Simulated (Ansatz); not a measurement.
Start from `C[O][GeH]([F])[Cl]` and change one atom or group to get `C[O][GeH]([F])[S]C`.

Ansatz, PBE0-D4/def2-TZVP geometries, multiplicity 1. Each molecule was computed in one conformer, which needn't be the lowest.

Scalar relativity is left out up to krypton.

```tsv
property	`C[O][GeH]([F])[Cl]`
HOMO–LUMO gap (PBE/def2-TZVPP) / eV	5.71
HOMO–LUMO gap (PBE0/def2-TZVPP) / eV	8.38
LUMO energy (B3LYP/def2-TZVPP) / eV	-0.67
LUMO energy (ωB97M-V/def2-TZVPP) / eV	1.73
size of the dipole moment (B3LYP/def2-TZVPP) / D	2.80
HOMO–LUMO gap (ωB97M-V/def2-TZVPP) / eV	12.81
```

(1) Give the same properties after the change, and the shifts. (Best estimate.)

## Answers

(1) Ansatz gave: 
```json
{"property": "HOMO–LUMO gap (PBE/def2-TZVPP) / eV", "`C[O][GeH]([F])[S]C`": "4.90", "shift": "-0.81"}
{"property": "HOMO–LUMO gap (PBE0/def2-TZVPP) / eV", "`C[O][GeH]([F])[S]C`": "7.09", "shift": "-1.29"}
{"property": "LUMO energy (B3LYP/def2-TZVPP) / eV", "`C[O][GeH]([F])[S]C`": "-0.47", "shift": "0.20"}
{"property": "LUMO energy (ωB97M-V/def2-TZVPP) / eV", "`C[O][GeH]([F])[S]C`": "1.67", "shift": "-0.06"}
{"property": "size of the dipole moment (B3LYP/def2-TZVPP) / D", "`C[O][GeH]([F])[S]C`": "1.35", "shift": "-1.45"}
{"property": "HOMO–LUMO gap (ωB97M-V/def2-TZVPP) / eV", "`C[O][GeH]([F])[S]C`": "11.17", "shift": "-1.64"}
```

With PBE0 the HOMO rises by 1.40 eV and the LUMO rises by 0.11 eV, so the gap narrows by about 1.29 eV. PBE moves the HOMO by 1.05 eV and ωB97M-V by 1.58 eV. Dipoles are sizes alone; their direction can turn.

B3LYP here is the variant with VWN-RPA as its local correlation; programs differ in this.
